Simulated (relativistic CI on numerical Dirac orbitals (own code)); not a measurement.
**Hyperfine structure of Br XXIV, mass number 81**

Calculated at this level of theory: Dirac-Coulomb-Breit CI, KLI orbitals optimised for each configuration, QED by a radiative potential, unscaled Slater integrals (own radial code, finite nucleus).

Configurations in the expansion (outside the closed core [Ne]): 3s2, 3s 3p, 3p2, 3s 3d, 3d2, 3p 3d, 3p 4s, 3d 4s, 3s 4s, 3s 4p, 3s 4d, 3s 4f, 3s 5s, 3s 5p, 3s 5d, 4s2. Levels of other configurations are missing.

Nuclear spin I = 3/2, μ = 2.2686 μN, Q = 0.2579 b (tables of Stone and Pyykkö). The electronic factors are computed for point nuclear moments, without core polarisation or the Bohr-Weisskopf and QED corrections.

```json
{"Level": "3s 3p 3P°_1", "E (cm⁻¹)": "393093", "A (GHz)": "220.7", "B (GHz)": "-3.49"}
{"Level": "3s 3p 3P°_2", "E (cm⁻¹)": "460476", "A (GHz)": "126.8", "B (GHz)": "7.57"}
{"Level": "3s 3p 1P°_1", "E (cm⁻¹)": "604742", "A (GHz)": "-17.63", "B (GHz)": "7.13"}
{"Level": "3p2 1D_2", "E (cm⁻¹)": "948015", "A (GHz)": "45.94", "B (GHz)": "7.54"}
{"Level": "3p2 3P_1", "E (cm⁻¹)": "954549", "A (GHz)": "-3.382", "B (GHz)": "3.78"}
{"Level": "3p2 3P_2", "E (cm⁻¹)": "1033192", "A (GHz)": "22.39", "B (GHz)": "-3.08"}
{"Level": "3s 3d 3D_1", "E (cm⁻¹)": "1126335", "A (GHz)": "-95", "B (GHz)": "0.598"}
{"Level": "3s 3d 3D_2", "E (cm⁻¹)": "1132412", "A (GHz)": "48.45", "B (GHz)": "0.883"}
```

Levels with J = 0, under 50 % of one LS term, or S terms without an open s electron are left out. Small factors come from cancelling terms and can be off by tens of per cent or more.

At this charge energies of transitions that change n are usually good to better than 1 %, and those within a shell (Δn = 0) to a few per cent.

Q: Give the hyperfine levels of 3s 3p 3P°_1 relative to its centre of gravity.

A: With K = F(F + 1) − I(I + 1) − J(J + 1), E = AK/2 + B[¾K(K + 1) − I(I + 1)J(J + 1)]/[2I(2I − 1)J(2J − 1)]: F = 1/2: -556.1, F = 3/2: -217.2, F = 5/2: 330.2 GHz.

LS names give the leading component of a level, which can be under half, so a name can repeat, a term be missing and a line seem to break the LS rules.
